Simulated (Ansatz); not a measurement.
A nudged elastic band was laid between two geometries of CH3AlS2 (7 atoms, charge 0, multiplicity 1).

All numbers below come from RKS PBE/STO-3G in Ansatz 0.2.0.

```
movable images  : 7
climbing image  : yes
spring          : 5.0 eV/Å²
optimiser       : quadratic models (default)
start path      : through a guess of the saddle point
force threshold : 0.05 eV/Å
iteration limit : 60
end points      : relaxed
```

First end point:

```xyz
7
Properties=species:S:1:pos:R:3
Al -0.548 0.904 -0.259
C 0.753 -0.289 0.507
S 1.275 -1.500 -0.776
S -0.721 -1.423 0.014
H -0.379 1.263 -1.714
H -1.515 1.559 0.699
H 1.135 -0.514 1.529
```

Last end point:

```xyz
7
Properties=species:S:1:pos:R:3
Al -0.809 0.913 -0.353
C 0.212 -0.650 0.075
S 1.542 -1.604 0.678
S -1.198 -1.296 -0.633
H -0.441 1.631 -1.630
H -1.602 1.531 0.774
H 2.296 -0.524 1.087
```

Problem. What changes between the two ends?

Solution. Bonds broken: C2–H7, S3–S4. Bonds formed: S3–H7.

Problem. What energy profile does the band end with?

Solution. The run converged. The highest image is number 3 of 0 to 8, 4.03 eV above the first end and 4.33 eV above the last; the last end lies 0.31 eV below the first. The profile has 2 maxima (images 3, 7) with wells between them (image 5): this band takes more than one step, which may be the mechanism or a detour left from its start path. Neighbouring images differ by up to 2.7 eV, so the band resolves the path poorly. A vibrational analysis at the climbing image gives one clearly imaginary mode, 1020i cm⁻¹: a first-order saddle point. The orbitals stay closed-shell, which can raise the energy where a bond breaks towards radicals; this wasn't checked here. Limits of this set-up: minimal basis.

```csv
image,path coordinate (Å),energy (eV),C2–H7 (Å),S3–S4 (Å),S3–H7 (Å)
0,0.00,0.00,1.11,2.15,2.51
1,0.60,0.37,1.11,2.15,2.32
2,1.20,2.47,1.26,2.14,1.81
3,1.80,4.03,1.91,2.14,1.41
4,2.86,1.35,2.19,2.89,1.35
5,3.92,-0.25,2.38,3.08,1.39
6,4.98,0.10,2.42,3.15,1.37
7,6.03,0.31,2.36,3.04,1.37
8,7.09,-0.31,2.32,3.05,1.38
```

Problem. What is the geometry of the highest image?

Solution. 
```xyz
7
Properties=species:S:1:pos:R:3
Al -0.677 1.010 -0.254
C 0.512 0.078 1.046
S 1.326 -1.242 -0.480
S -0.700 -1.293 0.201
H -0.269 1.201 -1.699
H -1.938 1.618 0.323
H 1.746 -1.372 0.863
```

Run time: 3.9 min on 1 thread of Arm Neoverse V1, on a shared host, peak memory 0.091 GiB.
